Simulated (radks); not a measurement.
Values are calculated unless marked as measured or tabulated.
Question: The table gives one normalised radial function P(r) = r R(r) (large component) of Sm2+ in [Xe] 4f5 6d1 (r in bohr). Level of theory: Dirac Kohn-Sham, LDA (Slater exchange, Perdew-Wang correlation), spin-unpolarised, spherical densities, finite nucleus; open shells are shared between the two j in proportion to 2j + 1; Fermi nuclear charge, rms radius 5.0819 fm (a radial shooting solver on a logarithmic mesh with Libxc functionals).

r,P
0.003966,0.0000
0.005418,0.0000
0.007461,0.0000
0.01027,0.0000
0.01404,0.0001
0.01933,0.0003
0.02662,0.0008
0.03666,0.0026
0.05008,0.0076
0.06897,0.0212
0.09498,0.0547
0.1298,0.1261
0.1787,0.2649
0.2461,0.4850
0.3389,0.7563
0.463,0.9772
0.6376,1.0460
0.878,0.9245
1.2,0.6889
1.652,0.4253
2.275,0.2120
3.133,0.0789
4.28,0.0207
5.894,0.0031
8.117,0.0002
11.09,0.0000
15.27,0.0000

Which n and l does it have? It may be an empty orbital.

Answer: n = 4, l = 3: the number of nodes gives n - l - 1 = 0, the rise at small r points to l (this Dirac orbital starts outside the nucleus as r^gamma with gamma = sqrt((l + 1)^2 - (Z/c)^2) = 3.97; the j = 7/2 orbital of l + 1 starts with the same power, but with a smaller coefficient, and then steepens), and the extent must fit the shell. The curve is that of 4f7/2; the two j differ most near the nucleus, where j = l - 1/2 has the larger amplitude, and in heavy atoms j = l - 1/2 is also the more compact. 4f7/2: eigenvalue -27.020 eV, 0 radial nodes, <r> = 0.912 bohr, 90 % of the charge inside 1.56 bohr.
